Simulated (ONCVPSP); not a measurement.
## cerium (Ce): excitation energies, all-electron against ONCV

- Element: Ce
- Generator: ONCVPSP 4.0.1
- Type: optimised norm-conserving Vanderbilt (ONCV)
- Functional: LDA (Perdew-Zunger)
- Relativity: fully relativistic
- Frozen core: [Kr] 4d10
- Valence charge: 12
- Reference configuration: 4f1 5s2 5p6 5d1 6s2
- Partial waves: 5s+6s: rc 2.20 bohr, ncon 4, nbas 8, qcut 6.1 1/bohr, 2 projectors; 5p: rc 1.90 bohr, ncon 4, nbas 8, qcut 4.6 1/bohr, 1 projector; 5d: rc 3.55 bohr, ncon 3, nbas 8, qcut 5.2 1/bohr, 2 projectors, debl 0.6 Ha; 4f: rc 1.65 bohr, ncon 3, nbas 8, qcut 12.3 1/bohr, 2 projectors, debl 1.5 Ha
- Local potential: polynomial inside 1.05 bohr (lpopt 5, dvloc0 0 Ha)
- Core correction: Teter function, fcfact 4.25, rcfact 1.1

Open shells are filled in proportion to 2j + 1.

Energies are relative to the spin-unpolarised reference configuration 4f1 5s2 5p6 5d1 6s2; without spin polarisation the order of configurations can differ from experiment.

(1) Give the all-electron excitation energy and the error of the potential for: 4f1 5s2 5p6 5d1 6s1; 4f1 5s2 5p6 5d1 6s0; 4f1 5s2 5p6 5d0 6s0; 4f0 5s2 5p6 5d2 6s1.

Note: ghosts flagged at negative energy: s at -242.7 eV, p3/2 at -65.1 eV, p1/2 at -51.4 eV; GHOST(+) flagged for d5/2 at 119.0 eV, d3/2 at 141.9 eV. A true bound ghost makes a file unfit for plane-wave use.

## Answers

(1)

```csv
valence configuration,charge,ΔE all-electron (eV),error AE − PS (meV)
4f1 5s2 5p6 5d1 6s1,+1,6.270,-0.1
4f1 5s2 5p6 5d1 6s0,+2,17.615,-1.2
4f1 5s2 5p6 5d0 6s0,+3,36.943,+3.2
4f0 5s2 5p6 5d2 6s1,+1,11.527,-56
```
